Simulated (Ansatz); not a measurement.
Ansatz (a first-principles code) input:

Ansatz 0.2 input:
```yaml
crystal:
  periodic: [false, false, false]
  atoms:
    - {symbol: Si, position_ang: [0.10488617, 0.19318766, -0.04392518]}
    - {symbol: O, position_ang: [1.52353367, -0.17313558, -0.76081573]}
    - {symbol: O, position_ang: [0.50675186, 0.87393925, 1.38557597]}
    - {symbol: O, position_ang: [-0.79302760, 1.27165405, -0.86142734]}
    - {symbol: N, position_ang: [-0.86056856, -1.23360644, -0.00953782]}
    - {symbol: H, position_ang: [1.49265863, -0.52561117, -1.64468546]}
    - {symbol: H, position_ang: [1.32517873, 0.60609905, 1.79246120]}
    - {symbol: H, position_ang: [-0.87510686, 2.14790627, -0.49767762]}
    - {symbol: H, position_ang: [-0.47966730, -2.06977533, 0.39850609]}
    - {symbol: H, position_ang: [-1.83341186, -1.14401644, 0.22558296]}
basis:
  gaussian:
    orbitals: def2-TZVP
hamiltonian:
  xc: b3lyp
  dispersion: d3bj
relax: {f_tol: 0.002, max_steps: 150}
```

### Question
What final total energy does it print?

### Answer
-573.30067 Eh (B3LYP-D3(BJ)/def2-TZVP). The basis has 191 functions. The run takes very roughly 70 core-seconds.
